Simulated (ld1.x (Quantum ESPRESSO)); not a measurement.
Before and after: TM semilocal potential for Pb (Z = 82)

```
Element                 : Pb (Z = 82)
Generator               : ld1.x (Quantum ESPRESSO) 7.5
Type                    : norm-conserving Troullier–Martins (semilocal form)
Functional              : PBE
Relativity              : scalar-relativistic
Frozen core             : [Xe] 4f14
Valence charge          : 14
Reference configuration : 5d10 6s2 6p0 (charge +2)
Partial waves           : 6s (bound): rc 1.70 bohr; 5d (bound): rc 1.45 bohr; 6p (bound, empty): rc 2.25 bohr
Local potential         : the p channel
Core correction         : none
```

All-electron outer shells of the reference configuration (PBE, scalar-relativistic, ld1.x):

| shell | level (eV) | outermost node (bohr) | outermost maximum (bohr) |
| --- | --- | --- | --- |
| 5p | -102.61 | 0.49 | 0.88 |
| 5d | -37.85 | 0.52 | 1.07 |
| 6s | -27.44 | 1.01 | 1.93 |
| 6p | -17.17 | 1.18 | 2.41 |

Change: wave 6p (bound): rc 2.25 bohr becomes 6p (bound): rc 1.82 bohr.

Cutoffs: the cutoffs (Ry, on a coarse ladder) from which the occupation-weighted sum of valence levels, in a spherical-Bessel basis at the reference potential, stays within 10 and 1 mRy of its value at 400 Ry; they do not see the model core or the augmentation charge, which bear on the density cutoff. Errors are all-electron minus pseudo energies relative to the spin-unpolarised reference configuration.

**Question.** What does the change do?

**Answer.** The potential gets neither clearly harder nor softer (55 Ry and 100 Ry → 55 Ry and 100 Ry); of the 7 tests that both files solve, the error grows in 5 and shrinks in 1 by more than 15 % and 0.3 meV (median size 11.1 → 27.7 meV); neither file shows a bound ghost. A semilocal file is local in each channel, so a ghost entry of none says nothing of the separable form that plane-wave codes build from it.

```tsv
quantity	base	changed
cutoff, loose	55 Ry	55 Ry
cutoff, tight	100 Ry	100 Ry
bound ghosts	none	none
error for 5d10 6s2 6p2, meV [ΔE -20.02 eV]	+23	+39
error for 5d10 6s2 6p1, meV [ΔE -13.44 eV]	+11	+16
error for 5d10 6s1 6p0, meV [ΔE 32.41 eV]	+4.7	+4.7
error for 5d10 6s2 6p1.5, meV [ΔE -17.53 eV]	+17	+28
error for 5d10 6s1 6p2, meV [ΔE -3.92 eV]	+1.6	+12
error for 5d10 6s1 6p3, meV [ΔE -11.28 eV]	+9.5	+32
error for 5d9 6s2 6p3, meV [ΔE -0.69 eV]	-185	-41
```
